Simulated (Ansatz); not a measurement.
```yaml
crystal:
  periodic: [false, false, false]
  atoms:
    - {symbol: C, position_ang: [-0.423954, 0.576835, -0.346130]}
    - {symbol: Ga, position_ang: [0.018758, -0.577376, 1.308935]}
    - {symbol: I, position_ang: [2.216864, -1.962834, 1.235721]}
    - {symbol: H, position_ang: [-1.100653, -0.163413, -0.802177]}
    - {symbol: H, position_ang: [0.363223, 0.465654, -1.081713]}
    - {symbol: H, position_ang: [-0.754119, 1.476231, 0.146121]}
basis:
  gaussian: {orbitals: x2c-TZVPPall}
magnetization: {spin_polarized: true, initial_magnetization: 1}
hamiltonian: {xc: {name: r2SCAN50}, dispersion: d3bj}
scf: {lower_state_search: off}
relax: {f_tol: 0.0001, max_steps: 2}
output: {forces: true}
```

```sh
$ ansatz run in.yaml --threads 4 --pin off --events-out ev --progress --plain --max-ram 10444MiB
```

Task: How does Ansatz answer? (Best estimate.)

Result: The calculation gave: The run did not converge.
```
Warning: the engine holds no damping parameters fitted to this dispersion correction and functional, so the run takes those fitted to r2scan50 beside the three-body term, which d3bj leaves out (hamiltonian.dispersion, under Limitations)
Functional definition: r2SCAN50
1430 factors; integrals over basis functions are off by at most 3.1e-4 eV
mean field evaluation 1: about -247604.4003 eV, gradient 3.0e1 eV
mean field evaluation 2: about -247604.1993 eV, gradient 3.1e1 eV
mean field evaluation 4: about -247608.9883 eV, gradient 1.7e0 eV
mean field evaluation 8: about -247609.0401 eV, gradient 2.9e-1 eV
mean field evaluation 16: about -247609.0412 eV, gradient 1.6e-3 eV
mean field -247609.04120088 eV, -9099.4644286961 hartree, gradient 5.2e-6 eV, S^2 0.764920; 0 other end points of the search recorded, 0 dependent functions left out
reference -247609.04120790 eV, -9099.4644289542 hartree; 47, 46 occupied and 134, 135 virtual orbitals, 1430 factors
relax step   1: F+E_penalty+E_count = -247609.09029390 eV  Δ(F+E_penalty+E_count) = +0.000e0 eV  max|allowed force component| = 2.749e0 eV/Å  Δτ_max = 0.0000 Å  (20 SCF iters, accepted)
1430 factors; integrals over basis functions are off by at most 3.3e-4 eV
mean field evaluation 32: about -247609.4440 eV, gradient 3.3e-6 eV
mean field -247609.44397806 eV, -9099.4792304846 hartree, gradient 1.8e-6 eV, S^2 0.761533; 0 other end points of the search recorded, 0 dependent functions left out
reference -247609.44398506 eV, -9099.4792307417 hartree; 47, 46 occupied and 134, 135 virtual orbitals, 1430 factors
relax step   2: F+E_penalty+E_count = -247609.49301287 eV  Δ(F+E_penalty+E_count) = -4.027e-1 eV  max|allowed force component| = 1.087e0 eV/Å  Δτ_max = 0.1928 Å  (29 SCF iters, accepted)
Error: geometry relaxation did not converge after 2 steps: max|allowed force component| = 1.09e0 eV/Å (threshold 1.0e-4). Raise `relax.max_steps` over both its present limit and 2, loosen `relax.f_tol`, or start from a geometry closer to equilibrium. Where this run's directory can be resumed (`checkpoint.write`), a resume goes on for up to `relax.max_steps` more
```
